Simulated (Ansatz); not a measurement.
```xyz
9

Ga    0.4335   -1.6774   -1.0631
B     0.4378   -0.3885    0.5196
B     0.8307    0.6387    1.5355
Si   -0.7535    1.0683    0.1608
H     0.6117   -3.2184   -0.8150
H     0.2078   -1.1584   -2.5292
H     0.9983    1.4692    2.3583
H    -1.3055    2.1819    0.9800
H    -1.4608    1.0846   -1.1469
```

Charge 0, multiplicity 1.

(1) List the r2SCAN/def2-TZVPP orbital energies in eV (Ansatz). (Estimate.)

Answers

(1) Computed: Occupied: -10122.16, -1791.78, -1244.38, -1100.82, -1100.71, -1100.70, -180.83, -179.84, -147.91, -142.23, -100.89, -100.56, -100.54, -97.19, -97.04, -97.02, -20.47, -20.33, -20.30, -20.19, -20.17, -15.77, -12.34, -11.87, -10.67, -9.35, -7.70, -7.34, -6.95, -6.36. Lowest empty: -2.88, -2.41, -1.59, -0.59, 0.51, 1.01, 1.59, 1.73.
